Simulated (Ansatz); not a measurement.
`N[SiH](S)Cl`, 8 atoms. The species carries charge 0 and has multiplicity 1. All runs use 2 threads of an Arm Neoverse V2 on a shared host. Correlated methods freeze the cores.

Question: How many basis functions does each run have, and how long does it take in Ansatz? RHF-CCSD(T)/def2-TZVPP energy; RKS r2SCAN0-D4/def2-TZVPP energy; RHF-CCSD(T)/def2-SVP energy; RKS PBE0-D4/def2-SVP energy; RKS PBE0-D4/def2-TZVP frequencies; RKS PBE0-D4/def2-TZVP relaxation (9 steps); direct RPA on PBE orbitals/def2-TZVPP energy; RKS r2SCAN-D4/def2-TZVPP energy and forces; RKS ωB97M-V/def2-QZVPP energy; RKS B97M-V/def2-TZVPP energy; RHF-MP2/def2-QZVPP energy; RKS r2SCANh-D4/def2-TZVPP energy. (Estimate.)

Answer: Computed: Other jobs shared the machine, so times are rough.

| level | job | functions | wall time | peak host memory (GiB) |
| --- | --- | --- | --- | --- |
| RKS PBE0-D4/def2-SVP | energy | 88 | 1.3 s | 0.4 |
| RHF-CCSD(T)/def2-SVP | energy | 88 | 2.5 s | 0.4 |
| direct RPA on PBE orbitals/def2-TZVPP | energy | 213 | 4.8 s | 0.4 |
| RKS r2SCANh-D4/def2-TZVPP | energy | 213 | 6.5 s | 0.52 |
| RKS r2SCAN-D4/def2-TZVPP | energy and forces | 213 | 6.5 s | 0.29 |
| RKS r2SCAN0-D4/def2-TZVPP | energy | 213 | 7 s | 0.53 |
| RKS B97M-V/def2-TZVPP | energy | 213 | 11 s | 0.34 |
| RHF-MP2/def2-QZVPP | energy | 387 | 20 s | 1.7 |
| RKS ωB97M-V/def2-QZVPP | energy | 387 | 24 s | 1.4 |
| RKS PBE0-D4/def2-TZVP | relaxation (9 steps) | 166 | 39 s | 0.4 |
| RHF-CCSD(T)/def2-TZVPP | energy | 213 | 84 s | 2.7 |
| RKS PBE0-D4/def2-TZVP | frequencies | 166 | 120 s | 0.4 |
